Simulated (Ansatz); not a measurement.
C2H5Si, doublet (typed; the unrestricted solution is spin-contaminated), at a GFN2-xTB geometry; CCSD(T)/6-31G* run with Ansatz (a first-principles code).

Ansatz was given this input:
Ansatz 0.2 input:
```yaml
crystal:
  periodic: [false, false, false]
  atoms:
    - {symbol: C, position_ang: [1.61953144, 0.05803377, -0.23682467]}
    - {symbol: Si, position_ang: [0.02757061, -0.31501688, 0.47248309]}
    - {symbol: C, position_ang: [-1.50296767, 0.33793466, -0.46954040]}
    - {symbol: H, position_ang: [2.49596000, -0.47529916, 0.10355807]}
    - {symbol: H, position_ang: [1.84054048, 1.09295016, -0.47418082]}
    - {symbol: H, position_ang: [-1.25694284, 1.27314064, -0.96834207]}
    - {symbol: H, position_ang: [-1.81688614, -0.37491229, -1.22837557]}
    - {symbol: H, position_ang: [-2.34804259, 0.51854633, 0.19076750]}
basis:
  gaussian:
    orbitals: 6-31G*
magnetization: {spin_polarized: true, initial_magnetization: 1}
correlation: {method: ccsd_t}
```

Question: Predict the main parts of the log of this Ansatz run.

Answer: 
```
Functional definition: HF
610 factors; integrals over basis functions are off by at most 7.2e-4 eV
mean field evaluation 1: about -9996.1101 eV, gradient 2.1e1 eV
mean field evaluation 2: about -9996.1391 eV, gradient 2.1e1 eV
mean field evaluation 4: about -9998.9343 eV, gradient 2.7e0 eV
mean field evaluation 8: about -9999.1777 eV, gradient 1.1e0 eV
mean field evaluation 16: about -9999.4651 eV, gradient 6.2e-3 eV
mean field evaluation 32: about -9998.9874 eV, gradient 2.7e-1 eV
mean field evaluation 64: about -9999.2957 eV, gradient 2.0e-6 eV
mean field evaluation 96: about -9998.9339 eV, gradient 2.2e0 eV
mean field evaluation 128: about -9999.2957 eV, gradient 1.1e-3 eV
mean field evaluation 160: about -9998.7791 eV, gradient 1.9e-1 eV
mean field evaluation 192: about -9998.7839 eV, gradient 2.4e-1 eV
mean field evaluation 224: about -9998.8283 eV, gradient 4.9e-1 eV
mean field evaluation 256: about -9993.3277 eV, gradient 1.9e1 eV
mean field -9999.46511939 eV, -367.4735652567 hartree, gradient 2.1e-6 eV, S^2 1.154006; 6 other end points of the search recorded, 0 dependent functions left out
determinant -9999.46511939 eV, -367.4735652567 hartree, with singles and doubles -10009.13316301 eV, -367.8288593063 hartree
determinant -9999.29571236 eV, -367.4673396632 hartree, with singles and doubles -10009.05658044 eV, -367.8260449489 hartree
determinant -9999.46511939 eV, -367.4735652567 hartree, with singles and doubles -10009.18022632 eV, -367.8305888511 hartree
determinant -9999.29571236 eV, -367.4673396632 hartree, with singles and doubles -10009.10715629 eV, -367.8279035773 hartree
determinant -9998.99025739 eV, -367.4561144000 hartree, with singles and doubles -10009.17796816 eV, -367.8305058654 hartree
7 core orbitals not correlated
reference -9999.46511939 eV, -367.4735652567 hartree; 9, 8 occupied and 43, 44 virtual orbitals, 610 factors
second order -8.23937263 eV of doubles, -0.00000000 eV of singles
cycle   1  -9.71510761 eV  change   -6.9e-7 eV  update   3.5e-6
perturbative correction -0.35406969 eV, -0.0130118211 hartree
Total energy: -10009.53429669 eV, -367.8436006975 hartree
```
